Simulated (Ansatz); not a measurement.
All numbers were calculated with Ansatz.

AlH7SiSn (`[SiH3][AlH][SnH3]`) at its PBE0-D4/def2-TZVP geometry, where that method's forces vanish. The species carries charge 0 and has multiplicity 1. Sn: def2 effective core potential.

```csv
atom,x (Å),y (Å),z (Å)
Si1,0.996,1.218,-1.600
Al2,-0.902,0.514,-0.208
Sn3,-0.567,-1.389,1.622
H4,2.108,1.704,-0.731
H5,0.675,2.296,-2.575
H6,1.523,0.050,-2.365
H7,-2.342,1.170,-0.370
H8,-1.606,-2.724,1.357
H9,1.026,-2.015,1.668
H10,-0.910,-0.823,3.202
```

Q: For each bond, give half the difference of the two atoms' forces along it (eV/Å; positive pushes the atoms apart) under PBE-D4, r2SCAN-D4, B3LYP-D4, ωB97M-V in def2-TZVPP. (Estimate.)

A: The calculation gave: 
| bond | length (Å) | PBE-D4 | r2SCAN-D4 | B3LYP-D4 | ωB97M-V |
| --- | --- | --- | --- | --- | --- |
| Si1–Al2 | 2.456 | -0.09 | 0.00 | 0.07 | 0.06 |
| Si1–H4 | 1.492 | 0.10 | -0.01 | -0.06 | -0.10 |
| Si1–H5 | 1.489 | 0.09 | -0.02 | -0.06 | -0.10 |
| Si1–H6 | 1.492 | 0.10 | -0.01 | -0.06 | -0.10 |
| Al2–Sn3 | 2.662 | -0.09 | -0.04 | 0.02 | 0.00 |
| Al2–H7 | 1.590 | 0.09 | -0.02 | -0.11 | -0.11 |
| Sn3–H8 | 1.713 | 0.12 | 0.00 | 0.04 | -0.06 |
| Sn3–H9 | 1.712 | 0.10 | 0.00 | 0.04 | -0.05 |
| Sn3–H10 | 1.713 | 0.12 | 0.00 | 0.04 | -0.06 |

B3LYP here is the variant with VWN-RPA as its local correlation; programs differ in this.
